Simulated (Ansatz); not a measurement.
Ansatz (a quantum-chemistry and plane-wave program) input (HF/6-31G* with LANL2DZ past Ar): The .json file joins the Basis Set Exchange's 6-31G* for atoms up to Ar and LANL2DZ past it.

Ansatz 0.2 input:
```yaml
crystal:
  periodic: [false, false, false]
  atoms:
    - {symbol: Ge, position_ang: [-0.00000000, -0.00000000, -0.78276642]}
    - {symbol: Cl, position_ang: [0.00000000, 0.00000000, 1.47344268]}
basis:
  gaussian:
    orbitals: 6-31Gs+LANL2DZ.json
hamiltonian:
  xc: {name: HF}
magnetization: {spin_polarized: true, initial_magnetization: 1}
phonons: {temperatures: {t_min: 298.15, t_max: 298.15, t_step: 100}}
```

Task: Which harmonic wavenumbers does it give?

Result: 359 cm⁻¹ (unscaled; negative means imaginary).
